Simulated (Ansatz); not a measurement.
Input for Ansatz (a quantum-chemistry and plane-wave program): R-CCSD(T)/def2-TZVPPD on Cl2Hg (SMILES [Cl][Hg][Cl]), atoms moved off the minimum. Elements past Kr take the def2 small-core potentials; no spin–orbit coupling. Files ending in .json are basis or fitting sets from the Basis Set Exchange.

Ansatz 0.2 input:
```yaml
crystal:
  periodic: [false, false, false]
  atoms:
    - {symbol: Hg, position_ang: [-0.03326730, 0.02947646, -0.08022274]}
    - {symbol: Cl, position_ang: [-0.03769766, 0.02569219, -2.42834540]}
    - {symbol: Cl, position_ang: [0.04271511, 0.01693849, 2.31626005]}
basis:
  gaussian:
    orbitals: def2-TZVPPD.json
magnetization: {spin_polarized: false}
correlation: {method: ccsd_t, electrons: outside_noble_gas}
scf: {lower_state_search: off}
output: {forces: true}
```

The log:

```
WARN ansatz: RAYON_NUM_THREADS=4 ignored (pool sized by the plan → 4); use --threads N
Functional definition: HF
these checks for a lower state are left out or cut short: starts, cluster_reference, orbital_swaps, neighbouring_geometries, increment
integrals: 0.45 GiB planned
1008 factors; integrals over basis functions are off by at most 1.0e-3 eV
mean field: 0.58 GiB planned
mean field evaluation 1: about -29158.3240 eV, gradient 2.4e1 eV
mean field evaluation 2: about -29158.6199 eV, gradient 2.4e1 eV
mean field evaluation 4: about -29160.2309 eV, gradient 1.6e0 eV
mean field evaluation 8: about -29160.2495 eV, gradient 2.5e-1 eV
mean field -29160.24967840 eV, -1071.6194101539 hartree, gradient 5.0e-6 eV, S^2 0.000000; 0 other end points of the search recorded, 0 dependent functions left out
14 core orbitals not correlated
reference -29160.24967840 eV, -1071.6194101539 hartree; 13, 13 occupied and 137, 137 virtual orbitals, 1008 factors
densities: 2.24 GiB planned
second order -21.83468772 eV of doubles, -0.00000000 eV of singles
coupled cluster: 1.27 GiB planned
cycle   1  -21.16429263 eV  change    6.7e-1 eV  update   1.1e-1
cycle   2  -21.65387528 eV  change   -4.9e-1 eV  update   3.2e-2
cycle   3  -21.77513800 eV  change   -1.2e-1 eV  update   2.2e-2
cycle   4  -21.74206628 eV  change    3.3e-2 eV  update   7.9e-3
cycle   5  -21.73767822 eV  change    4.4e-3 eV  update   3.1e-3
cycle   6  -21.74020232 eV  change   -2.5e-3 eV  update   8.3e-4
cycle   7  -21.73978889 eV  change    4.1e-4 eV  update   2.9e-4
cycle   8  -21.73978567 eV  change    3.2e-6 eV  update   8.8e-5
cycle   9  -21.73987288 eV  change   -8.7e-5 eV  update   3.3e-5
cycle  10  -21.73986646 eV  change    6.4e-6 eV  update   8.3e-6
cycle  11  -21.73985775 eV  change    8.7e-6 eV  update   2.9e-6
perturbative correction -0.95314528 eV, -0.0350274431 hartree
the calculation of the forces begins
mean field evaluation 16: about -29159.7895 eV, gradient 2.1e0 eV
Total energy: -29182.94268143 eV, -1072.4533626334 hartree
Atom 0 at    -0.033267     0.029476    -0.080223 Å, force     0.098868    -0.021693     0.487611 eV/Å
Atom 1 at    -0.037698     0.025692    -2.428345 Å, force    -0.023325     0.007622     1.109482 eV/Å
Atom 2 at     0.042715     0.016938     2.316260 Å, force    -0.075543     0.014072    -1.597093 eV/Å
Dipole moment:    -0.020241     0.004560    -0.041731 e Å
Checks for a lower state left out: starts, cluster_reference, orbital_swaps, neighbouring_geometries, increment
```

Self-consistency was reached.

Cost: very roughly 10 core-minutes.
